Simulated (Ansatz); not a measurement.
One change: `N[SiH2][SiH2]F` becomes `N[SiH](O)[SiH2]F`.

Ansatz, PBE0-D4/def2-TZVP geometries, multiplicity 1. Each molecule was computed in one conformer, which needn't be the lowest.

| property | `N[SiH2][SiH2]F` |
| --- | --- |
| LUMO energy (ωB97M-V/def2-TZVPP) / eV | 1.00 |
| LUMO energy (B3LYP/def2-TZVPP) / eV | -0.93 |
| LUMO energy (PBE/def2-TZVPP) / eV | -1.59 |
| HOMO energy (B3LYP/def2-TZVPP) / eV | -7.26 |
| HOMO–LUMO gap (B3LYP/def2-TZVPP) / eV | 6.33 |
| HOMO energy (ωB97M-V/def2-TZVPP) / eV | -9.71 |

(1) What does the change do to each property? (An estimate is asked.)

Results:

(1) The calculation gave: 
```json
{"property": "LUMO energy (ωB97M-V/def2-TZVPP) / eV", "`N[SiH](O)[SiH2]F`": "1.11", "shift": "0.11"}
{"property": "LUMO energy (B3LYP/def2-TZVPP) / eV", "`N[SiH](O)[SiH2]F`": "-0.82", "shift": "0.11"}
{"property": "LUMO energy (PBE/def2-TZVPP) / eV", "`N[SiH](O)[SiH2]F`": "-1.47", "shift": "0.12"}
{"property": "HOMO energy (B3LYP/def2-TZVPP) / eV", "`N[SiH](O)[SiH2]F`": "-7.54", "shift": "-0.28"}
{"property": "HOMO–LUMO gap (B3LYP/def2-TZVPP) / eV", "`N[SiH](O)[SiH2]F`": "6.72", "shift": "0.39"}
{"property": "HOMO energy (ωB97M-V/def2-TZVPP) / eV", "`N[SiH](O)[SiH2]F`": "-9.92", "shift": "-0.21"}
```

With PBE0 the HOMO falls by 0.29 eV and the LUMO rises by 0.10 eV, so the gap widens by about 0.39 eV. PBE moves the HOMO by -0.29 eV and ωB97M-V by -0.21 eV.

B3LYP here is the variant with VWN-RPA as its local correlation; programs differ in this.
